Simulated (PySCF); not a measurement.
One molecule, one basis, several functionals.

Species: C₃H₁₀Si.
Bonds: C1–C2, C2–C3, C3–Si4. Hydrogens: H5, H6, H7 on C1; H8, H9 on C2; H10, H11 on C3; H12, H13, H14 on Si4.

Torsions of this conformer, `[CH3:1][CH2:2][CH2:3][SiH3:4]`: C1–C2–C3–Si4 -179°.

PySCF, pcSseg-2 basis, density fitting, gas phase, PBE0-D3(BJ)/def2-SVP geometry. One functional is left out:

```csv
functional,exact exchange (%),HOMO energy (eV),LUMO energy (eV),dipole moment (D)
B97-D,0,-7.23,-0.19,0.904
BLYP,0,-7.13,-0.28,0.887
BP86,0,-7.34,-0.25,0.914
LDA,0,-7.34,-0.51,0.901
OPBE,0,-7.22,-0.17,0.939
PBE,0,-7.24,-0.35,0.914
B3LYP,20,-8.30,0.14,0.859
B97-2,21,-8.25,0.43,0.883
mPW1PW91,25,-8.53,0.39,0.880
BHandHLYP,50,-9.69,0.99,0.822
```

Predict the row of PBE0 (25 % exact exchange) by straight lines through the other rows, and check it.

```csv
property,line,computed,computed − line,"mPW1PW91 (25 %), for comparison"
HOMO energy (eV),-8.49,-8.50,-0.01,-8.53
LUMO energy (eV),0.37,0.39,+0.02,0.39
dipole moment (D),0.868,0.881,+0.013,0.880
```

Which of these properties follows the share of exact exchange most closely, and which least?

Most closely the HOMO energy, least the dipole moment; the correlations over the tabulated rows are HOMO energy -0.997, LUMO energy 0.969, dipole moment -0.887. The HOMO energy moves by -0.493 eV for every 10 %. Functionals with the same share still differ in their other parts: at 0 % BLYP and BP86 differ by 0.21 eV in it.
